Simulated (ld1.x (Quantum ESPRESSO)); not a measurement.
Transferability test, TM potential for cadmium

```
Element                 : Cd (Z = 48)
Generator               : ld1.x (Quantum ESPRESSO) 7.5
Type                    : norm-conserving Troullier–Martins (Kleinman–Bylander form)
Functional              : PBE
Relativity              : scalar-relativistic
Frozen core             : [Ar] 3d10
Valence charge          : 20
Reference configuration : 4s2 4p6 4d9 5s0 5p0 (charge +3)
Partial waves           : 4s (bound): rc 1.86 bohr; 4p (bound): rc 1.68 bohr; 4f channel at 0.25 Ry: rc 1.44 bohr; 4d (bound): rc 1.20 bohr
Local potential         : the d channel
Core correction         : none
```

Energies are relative to the spin-unpolarised reference configuration 4s2 4p6 4d9 5s0 5p0; without spin polarisation the order of configurations can differ from experiment.

```tsv
valence configuration	charge	ΔE all-electron (eV)	error AE − PS (meV)
4s2 4p6 4d10 5s2 5p0	0	-64.407	+5507
4s2 4p6 4d10 5s1 5p0	+1	-55.135	+3529
4s2 4p6 4d10 5s0 5p0	+2	-38.009	+9.9
4s2 4p6 4d10 5s0 5p2	0	-54.737	+158
4s2 4p6 4d8 5s0 5p0	+4	54.062	+2.4
```

**Question.** What are ΔE and the potential's error for 4s2 4p6 4d9 5s2 5p1?

**Answer.** ΔE = -51.761 eV all-electron; the error (AE − PS) is +7550 meV.

**Question.** What are ΔE and the potential's error for 4s2 4p6 4d10 5s1.5 5p0?

**Answer.** ΔE = -60.697 eV all-electron; the error (AE − PS) is +4685 meV.

Levels in the configuration 4s2 4p6 4d10 5s1 5p0:

```csv
level,all-electron (eV),pseudo (eV)
4s,-114.754,-112.737
4p,-75.820,-74.052
4d,-20.510,-19.097
5s,-13.058,-15.734
```

These tests converged, but a pseudo level misses the all-electron one widely, so the file describes the atom poorly there or has found another state: 4s2 4p6 4d10 5s2 5p0: 4d by 2.5 eV (a node warning on the way); 4s2 4p6 4d10 5s1 5p0: 5s by 2.7 eV; 4s2 4p6 4d10 5s0 5p0: empty 5s by 4.4 eV; 4s2 4p6 4d10 5s0 5p2: empty 5s by 2.4 eV; 4s2 4p6 4d10 5s1.5 5p0: 5s by 2.0 eV; 4s2 4p6 4d8 5s0 5p0: empty 5s by 8.7 eV; 4s2 4p6 4d9 5s2 5p1: 4d by 2.7 eV (a node warning on the way).
